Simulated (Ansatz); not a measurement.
```yaml
crystal:
  periodic: [false, false, false]
  atoms:
    - {symbol: C, position_ang: [-1.064874, 0.238680, -0.440410]}
    - {symbol: N, position_ang: [-0.082209, -0.721785, 0.124366]}
    - {symbol: C, position_ang: [1.197313, -0.167351, 0.534031]}
    - {symbol: Zn, position_ang: [1.224837, 0.839177, -1.173449]}
    - {symbol: O, position_ang: [-0.585185, 0.898450, -1.566603]}
    - {symbol: H, position_ang: [-1.372394, 0.977354, 0.327434]}
    - {symbol: H, position_ang: [-1.943037, -0.364202, -0.705299]}
    - {symbol: H, position_ang: [-0.520748, -1.266456, 0.857996]}
    - {symbol: H, position_ang: [1.958418, -0.936608, 0.636934]}
    - {symbol: H, position_ang: [1.187880, 0.502730, 1.405000]}
basis:
  gaussian: {orbitals: aug-cc-pVDZ}
magnetization: {spin_polarized: true, initial_magnetization: 2}
hamiltonian: {xc: {name: r2SCANh}, dispersion: d3bjatm}
multiplicity: 3
output: {forces: true}
```

```sh
$ ansatz run in.yaml --threads 2 --pin off --events-out ev --progress --plain --max-ram 32768MiB --backend cpu
```

Shortened log:

```
Error: YAML parse error: error: line 18 column 1: unknown field `multiplicity`, expected one of crystal, accuracy, basis, kpoints, hamiltonian, magnetization, projection, total_charge, correlation, batch, efield, external_charges, scf, relax, neb, saddle, md, ramp, phonons, dielectric, real_time, elastic, magnetic_configurations, gw, evaluate, workflow, output, checkpoint, execution
  --> <input>:18:1
   |
16 | magnetization: {spin_polarized: true, initial_magnetization: 2}
17 | hamiltonian: {xc: {name: r2SCANh}, dispersion: d3bjatm}
18 | multiplicity: 3
   | ^ unknown field `multiplicity`, expected one of crystal, accuracy, basis, kpoints, hamiltonian, magnetization, projection, total_charge, correlation, batch, efield, external_charges, scf, relax, neb, saddle, md, ramp, phonons, dielectric, real_time, elastic, magnetic_configurations, gw, evaluate, workflow, output, checkpoint, execution
19 | output: {forces: true}
   |
```

(1) What is wrong with this run?

## Answers

(1) The input holds a key that doesn't belong there. The input was rejected before any iteration.
